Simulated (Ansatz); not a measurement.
A structure relaxed at B3LYP-D4/def2-SVPD in Ansatz, charge -1, singlet:

Cartesian coordinates in Å:
```
Cu 0.0021 -0.0100 0.0076
Na 0.0554 2.6341 0.6553
Na 2.6353 -0.1781 0.6585
Na -2.6199 0.2240 -0.6837
Na 0.6810 0.6010 -2.5576
Na -0.7312 -0.6206 2.5520
Na -0.0227 -2.6504 -0.6322
```

Task: Give its formula.

Result: Na₆Cu⁻.

Task: Summarise the bond lengths by kind (pairs closer than 1.2 times the sum of covalent radii, bridged metal pairs left out).

Result: 12 × Na–Na 3.81 to 3.89 Å; 6 × Cu–Na 2.72 Å. The metal has 6 neighbours: Na 2.72 Å, Na 2.72 Å, Na 2.72 Å, Na 2.72 Å, Na 2.72 Å, Na 2.72 Å.

The restricted singlet is unstable towards broken spin symmetry in Hartree–Fock (as tested in another run); at B3LYP-D4/def2-SVPD this wasn't settled. The relaxation made no stability test and no search for a lower SCF solution. No other spin state of charge -1 was run. The structure comes from a short search, and lower isomers may exist.
